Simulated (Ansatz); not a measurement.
`BSC` + `Cl[Si](Cl)(Cl)[GeH3]` → `CS[BH][GeH3]` + `Cl[SiH](Cl)Cl`  (redistribution)

Calculated with Ansatz (gas phase, PBE0-D4/def2-TZVP geometries, no zero-point term in ΔE). CCSD(T)/CBS is the MP2 limit (def2-TZVPP, def2-QZVPP) plus CCSD(T) − MP2 in def2-TZVPP, frozen cores. This one scheme is used for every species. For Ge outer-core shells are correlated without core-valence functions, which leaves a few kJ/mol of doubt a bond. Scalar relativity is left out up to krypton. Each species was taken in one conformer, which may not be the lowest.

```tsv
species	MP2/def2-TZVPP energy (Eh)
`BSC`	-463.50258
`Cl[Si](Cl)(Cl)[GeH3]`	-3745.70064
`CS[BH][GeH3]`	-2540.28983
`Cl[SiH](Cl)Cl`	-1668.90781
```

Work out ΔE.

ΔE = (-2540.28983) + (-1668.90781) − (-463.50258) − (-3745.70064) = 0.00558 Eh = +14.7 kJ/mol. CCSD(T)/CBS gives +14.7 kJ/mol.

Largest T1 diagnostic among the species: 0.014.

The D4 term adds +5.3 kJ/mol with B3LYP and +3.0 kJ/mol with PBE0; it sums over pairs of atoms, weighted by their polarisabilities, and B3LYP, whose exchange is more repulsive, gets the larger term.

B3LYP here is the variant with VWN-RPA as its local correlation; programs differ in this.
